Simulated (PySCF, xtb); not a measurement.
B(CF3)(H)(OH) (CH₂BF₃O), SMILES B(C(F)(F)F)O.

GFN2-xTB run with xtb at its own geometry gives an orbital gap of 5.13 eV and a dipole moment of 3.03 D.

Geometry optimised at B3LYP-D3(BJ)/def2-SVP. Other conformers were not sampled.

Q: What does PBE/def2-TZVP (PySCF) give? (The exact figures need the calculation; the answer reports its results.)

A: gap 5.72 eV (levels -7.92 and -2.20 eV), dipole 1.32 D.
